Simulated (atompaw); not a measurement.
# Reading a pseudo-wave (bromine)

Columns: radius, all-electron u(r) and pseudo u(r) of the 4p shell (level -12.50 eV) of bromine in the configuration [Ar] 3d10 4s2 4p4.5; PBEsol, scalar-relativistic, PAW (atompaw) scheme, atompaw 4.2.0.5.

```
r (bohr)  all-electron  pseudo
   0.063        0.1778  0.0026
   0.127        0.1901  0.0105
   0.190        0.0326  0.0235
   0.254       -0.1522  0.0418
   0.317       -0.2834  0.0647
   0.381       -0.3453  0.0926
   0.444       -0.3431  0.1245
   0.508       -0.2931  0.1609
   0.571       -0.2129  0.2003
   0.635       -0.1135  0.2435
   0.698       -0.0081  0.2885
   0.762        0.0995  0.3359
   0.825        0.2014  0.3838
   0.888        0.2963  0.4318
   0.952        0.3838  0.4801
   1.015        0.4604  0.5262
   1.079        0.5282  0.5707
   1.142        0.5854  0.6114
   1.206        0.6343  0.6488
   1.269        0.6738  0.6813
   1.333        0.7058  0.7091
   1.396        0.7300  0.7312
   1.460        0.7479  0.7483
   1.523        0.7596  0.7597
   1.587        0.7662  0.7662
   1.650        0.7680  0.7680
```

Problem. How many radial nodes do the two functions have?

Solution. The all-electron 4p function has n − l − 1 = 2; the pseudo-wave has 0, since the states of the same l below it are removed with the core.

Problem. Is the pseudo-wave norm-conserving?

Solution. No, it belongs to a PAW set: the norm inside the radius is not constrained, and the difference is carried by the augmentation charge.
